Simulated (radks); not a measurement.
Spherical quantum dot in the effective-mass picture: electrons in a hard-walled sphere of radius 2.79, with a point charge +2 (a donor) at the centre, all in effective atomic units (hartree* = m*/eps^2 hartree, bohr* = eps/m* bohr), one dielectric constant everywhere. Method: non-relativistic Kohn-Sham, LDA (Slater exchange, Perdew-Wang correlation), spin-polarised, spherical densities; computed with a radial shooting solver with Libxc functionals. Levels are named by radial order and angular momentum (1s, 1p, 1d, 2s, ...), and open shells are averaged over m.

N = 24, configuration 1s2 1p6 1d10 2s2 1f(up 4, down 0). This is the lowest configuration that the search found. Occupied and some empty levels:

level    occupation  eigenvalue (hartree*)  <r> (bohr*)
1s up             1                 10.686        1.585
1s down           1                 10.735        1.557
1p up             3                 11.176        1.883
1p down           3                 11.241        1.878
1d up             5                 11.808        1.973
1d down           5                 11.876        1.971
2s up             1                 11.927        1.118
2s down           1                 11.953        1.140
1f up             4                 12.639        2.038
1f down           0                 12.710        2.036
1g up             0                 13.659        2.089
1g down           0                 13.732        2.089
2p up             0                 13.862        1.405
2p down           0                 13.894        1.405
2d up             0                 15.353        1.571
2d down           0                 15.392        1.570

Energy (hartree*): total 146.450, kinetic 52.643, external -31.485, Hartree 139.51, exchange-correlation -14.216.

Electron density:

r (bohr*)  n(r) (e/bohr*^3)
0.146                 2.695
0.285                 1.581
0.424                0.9479
0.563                0.5850
0.702                0.3795
0.841                0.2704
0.980                0.2238
1.12                 0.2205
1.26                 0.2484
1.40                 0.2980
1.54                 0.3592
1.68                 0.4194
1.81                 0.4629
1.95                 0.4735
2.09                 0.4385
2.23                 0.3554
2.37                 0.2388
2.51                 0.1189
2.65                0.03134
2.79             0.00007423
